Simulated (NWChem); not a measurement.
System: AlH4 anion; SMILES [AlH4-]

```xyz
5

Al     0.0000     0.0000     0.0000
H     -0.9488     0.9488    -0.9488
H      0.9488    -0.9488    -0.9488
H     -0.9488    -0.9488     0.9488
H      0.9488     0.9488     0.9488
```
Atoms are numbered in this order, from 1.

Program: NWChem. Pople sets run with spherical d functions. Sets without diffuse functions describe the anion's extra electron poorly. Structure relaxed at the B3LYP/def2-SVPD level. Static field.

Task: Order these runs by computing time, cheapest first, and give rough ratios: B3LYP/6-31G*; B3LYP/def2-TZVPD; B3LYP/aug-cc-pVTZ.

Result: B3LYP/6-31G* (1), B3LYP/def2-TZVPD (4), B3LYP/aug-cc-pVTZ (30). Ratios are rough, from one shared machine; the cheapest took very roughly 2.6 core-seconds. What differs between the cheapest and the dearest: isotropic polarisability (bohr³) 31.8 → 59.9.
